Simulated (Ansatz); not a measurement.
Match the barriers

Saddle point of GeH$_{5}$ClO$_{2}$, closed shell (GeH₃Cl ([Cl][GeH3]) + H₂O₂ ([OH][OH]) → GeH₄O₂ ([OH][O][GeH3]) + HCl; bonds formed: Ge1–O7, Cl2–H6; bonds broken: Ge1–Cl2, H6–O7), PBE0-D4/def2-TZVP structure:

```xyz
9
angstrom
Ge -0.3964 0.8751 -0.5654
Cl 0.3944 -1.1677 -2.0210
H -1.7970 0.4226 -0.9629
H -0.4995 1.6555 0.7712
H 0.4490 1.7004 -1.5300
H 0.6156 -1.2463 -0.2255
O 0.6344 -0.5122 0.5078
O -0.0397 -0.9457 1.6785
H 0.6391 -0.7821 2.3471
```

Ansatz 0.2.0; basis: def2-TZVPP, with def2-QZVPP for the basis limit; cores frozen in the correlated methods. Filled d shells of the heavier atoms are correlated. The def2 sets are not built for correlating such inner shells, so the correlated values are less sure here. Extrapolation: Hartree–Fock as exp(−7.88 √X), correlation as X^−2.97. Four methods, as single points on the PBE0-D4 structures, gave these electronic barriers from the start structure: 0.966, 1.123, 1.296, 1.602 eV.

(1) The methods were, in alphabetical order, BHLYP-D4, HF, PBE-D4, PBE0-D4. Which gave which? (Judge from chemistry; the calculation decides.)

The T1 diagnostic stays at or below 0.013.

## Answers

(1) Computed: PBE-D4 0.966; PBE0-D4 1.123; BHLYP-D4 1.296; HF 1.602 eV. For comparison, CCSD(T) at an estimated basis limit (MP2 extrapolated from triple and quadruple zeta, plus CCSD(T) − MP2 in triple zeta) gives 1.245 eV.

Labels in which every atom is bracketed show which atoms are joined, not bond orders.

For scale, one of the runs: CCSD(T)/def2-TZVPP, 222 basis functions (an equivalent command: `ansatz run in.yaml --threads 4`). Hardware: 4 CPU threads, shared host. Wall time 2.6 min; peak host memory 3.6 GiB.
